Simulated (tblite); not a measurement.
C5H15N2PSi.
Geometry (GFN2-xTB, Å), atoms numbered from 1 in this order:
```xyz
24
C5H15N2PSi angstrom
C      1.1952   -2.0146    0.4010
C      1.3057   -0.6948   -0.3164
C      1.1898    0.5966    0.5661
Si     2.5025    1.9217    0.3522
P     -0.0823    0.3750   -0.7143
N     -0.1307    0.9608   -2.1613
N     -1.4203   -0.2862    0.1378
C     -2.2012   -1.1814   -0.6924
C     -2.2272    0.6539    0.8896
H      0.3062   -2.0265    1.0280
H      1.1330   -2.8394   -0.3073
H      2.0704   -2.1714    1.0323
H      2.1092   -0.6512   -1.0471
H      0.8649    0.3793    1.5776
H      2.1432    3.0475    1.2197
H      2.5679    2.3551   -1.0403
H      3.7886    1.3518    0.7629
H     -0.6370    1.8313   -2.2610
H     -1.5144   -1.8022   -1.2695
H     -2.8588   -0.6498   -1.3922
H     -2.8155   -1.8185   -0.0521
H     -2.9234    1.2217    0.2582
H     -1.5675    1.3556    1.4015
H     -2.8097    0.1054    1.6343
```

Calculated harmonic vibrations of the isolated species, GFN2-xTB (tblite), most abundant isotopes, no scaling. The method is semi-empirical: single wavenumbers can be off by several per cent or more. Modes of hydrogen on silicon can be 10 to 20 % off. One conformer, not necessarily the lowest.

Harmonic wavenumbers (cm⁻¹): 57.8, 77.4, 78.6, 97.0, 117.5, 155.1, 176.3, 198.0, 206.7, 226.1, 233.3, 250.8, 325.4, 333.8, 357.3, 365.8, 405.8, 511.1, 548.2, 610.4, 688.7, 714.9, 759.8, 776.3, 790.3, 797.9, 882.6, 919.7, 950.5, 965.5, 969.4, 1042.7, 1060.5, 1077.6, 1095.1, 1128.8, 1131.3, 1177.7, 1189.1, 1194.0, 1237.7, 1308.4, 1402.7, 1405.6, 1414.5, 1466.8, 1476.1, 1485.7, 1490.4, 1495.0, 1499.6, 2245.5, 2250.1, 2302.4, 2888.0, 2896.7, 2965.4, 2972.1, 2994.0, 2994.8, 2998.1, 2999.0, 3010.4, 3018.9, 3032.6, 3369.1.

A = 1668, B = 814.3, C = 733.7 MHz; mass 162.074 u (most abundant isotopes); point group C1, symmetry number 1.

What is the zero-point energy?

Half the sum of the wavenumbers: 41632 cm⁻¹ = 498.03 kJ/mol.

Entropy at 298.15 K, 1 bar (ideal gas, RRHO, classical rotation)?

Translation 172.31, rotation 126.18, vibration 183.63: S = 482.1 J/(mol K).

And Cp and H(298.15 K) − H(0)?

Cp = 216.96 J/(mol K), of which vibrations give 183.70 (their classical limit is 66 R = 548.8); H(298.15 K) − H(0) = 39.05 kJ/mol without the zero-point energy, 29.14 from vibrations.

How do the functions run with temperature in this model?

| T (K) | S (J/(mol K)) | Cp (J/(mol K)) | H − H(0) (kJ/mol) | G − H(0) (kJ/mol) | ln q(vib) |
| --- | --- | --- | --- | --- | --- |
| 50 | 255.1 | 65.5 | 2.23 | -10.53 | 0.56 |
| 100 | 313.7 | 106.6 | 6.58 | -24.79 | 2.29 |
| 373.15 | 534.9 | 254.8 | 56.76 | -142.85 | 13.25 |
| 500 | 617.5 | 309.9 | 92.70 | -216.03 | 18.00 |
| 750 | 759.0 | 387.9 | 180.63 | -388.62 | 26.73 |
| 1000 | 878.2 | 439.9 | 284.51 | -593.67 | 34.66 |

q(vib) and H(0) count from the zero-point level.

What must be added to the electronic energy to get the Gibbs energy at 298.15 K and 1 bar?

ZPE + [H(298.15 K) − H(0)] − T·S = 498.03 + 39.05 − 143.74 = 393.34 kJ/mol.

Which modes carry the vibrational entropy at 298.15 K?

57.8 cm⁻¹: 18.96; 77.4 cm⁻¹: 16.55; 78.6 cm⁻¹: 16.42; 97.0 cm⁻¹: 14.70; 117.5 cm⁻¹: 13.14; 155.1 cm⁻¹: 10.91 J/(mol K); the other 60 give 92.94 together.

Blend soft modes into free rotors: weight 1/[1 + (100 cm⁻¹/ν̃)⁴] for the oscillator and the rest for a rotor with moment μB/(μ + B), μ = h/(8π²ν), B = 10⁻⁴⁴ kg m². What vibrational entropy results?

172.22 J/(mol K) in place of 183.63, which changes −T·S at 298.15 K by +3.40 kJ/mol.

Hindered rotation and anharmonicity are outside this model. Other conformers, if any are populated, would add a mixing term that is left out. The structure is chiral; the term R ln 2 for an equal mix with its mirror image is left out.
